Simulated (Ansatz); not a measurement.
Stepwise reaction of `C=[CH][SnH2][CH]=C` with hydrogen chloride, as a gas-phase model of exchange steps in deposition or etching. ΔE in kJ/mol.

Program: Ansatz. Geometries: PBE0-D4/def2-TZVP. ΔE: electronic, gas phase. CCSD(T)/CBS adds triple-zeta CCSD(T) − MP2 to the extrapolated MP2 energy (def2 sets, frozen cores). This one scheme is used for every species. DFT in def2-TZVPP. B3LYP here is the variant with VWN-RPA as its local correlation; programs differ in this. Elements past krypton have def2 core potentials. For Sn outer-core shells are correlated without core-valence functions, which leaves a few kJ/mol of doubt a bond. Each species was taken in one conformer, which may not be the lowest.

```csv
step,reaction,PBE-D4,B3LYP-D4,ωB97M-V,CCSD(T)/CBS
1,`C=[CH][SnH2][CH]=C` + HCl → `C=[CH][SnH2][Cl]` + `C=C`,-112.8,-119.5,-116.6,-112.3
```

(1) Give the row of step 2, `C=[CH][SnH2][Cl]` + HCl → `[Cl][SnH2][Cl]` + `C=C`. (An estimate is asked.)

(2) By hand: ΔE of the 2 steps together at CCSD(T)/CBS.

Answers

(1) Computed: 
```json
{"step": "2", "reaction": "`C=[CH][SnH2][Cl]` + HCl → `[Cl][SnH2][Cl]` + `C=C`", "PBE-D4": "-101.7", "B3LYP-D4": "-107.0", "ωB97M-V": "-104.6", "CCSD(T)/CBS": "-100.7"}
```

(2) (-112.3) + (-100.7) = -213.0 kJ/mol, or -106.5 kJ/mol a step.

In ΔE each step is higher than the one before. All are downhill at CCSD(T)/CBS. PBE-D4 differs from CCSD(T)/CBS by -1.0 to -0.5 kJ/mol a step. Isolated molecules leave out the surface, adducts and barriers. Largest T1 diagnostic: 0.013.
